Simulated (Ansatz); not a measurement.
Stepwise reaction of `[SH][Sn]([SH])([SH])[Cl]` with hydrogen chloride, as a gas-phase model of exchange steps in deposition or etching. ΔE in kJ/mol.

Isolated molecules relaxed with PBE0-D4/def2-TZVP in Ansatz; ΔE leaves out vibrations. CCSD(T)/CBS adds triple-zeta CCSD(T) − MP2 to the extrapolated MP2 energy (def2 sets, frozen cores). This one scheme is used for every species. DFT in def2-TZVPP. B3LYP here is the variant with VWN-RPA as its local correlation; programs differ in this. Elements past krypton have def2 core potentials. For Sn outer-core shells are correlated without core-valence functions, which leaves a few kJ/mol of doubt a bond. One conformer a species, not always the lowest.

```
step                                                             reaction  PBE-D4  B3LYP-D4  ωB97M-V  CCSD(T)/CBS
   1  `[SH][Sn]([SH])([SH])[Cl]` + HCl → `[SH][Sn]([SH])([Cl])[Cl]` + H₂S   -19.1     -23.4    -24.7        -21.8
   2  `[SH][Sn]([SH])([Cl])[Cl]` + HCl → `[SH][Sn]([Cl])([Cl])[Cl]` + H₂S   -14.7     -19.4    -20.3        -18.2
```

(1) Give the row of step 3, `[SH][Sn]([Cl])([Cl])[Cl]` + HCl → `[Cl][Sn]([Cl])([Cl])[Cl]` + H₂S. (Estimate.)

(2) By hand: ΔE of the 3 steps together at CCSD(T)/CBS.

Answers

(1) The calculation gave: 
```json
{"step": "3", "reaction": "`[SH][Sn]([Cl])([Cl])[Cl]` + HCl → `[Cl][Sn]([Cl])([Cl])[Cl]` + H₂S", "PBE-D4": "-12.4", "B3LYP-D4": "-16.5", "ωB97M-V": "-18.0", "CCSD(T)/CBS": "-15.9"}
```

(2) (-21.8) + (-18.2) + (-15.9) = -55.9 kJ/mol, or -18.6 kJ/mol a step.

In ΔE each step is higher than the one before. All are downhill at CCSD(T)/CBS. PBE-D4 differs from CCSD(T)/CBS by 2.7 to 3.5 kJ/mol a step. Isolated molecules leave out the surface, adducts and barriers. Largest T1 diagnostic: 0.012.
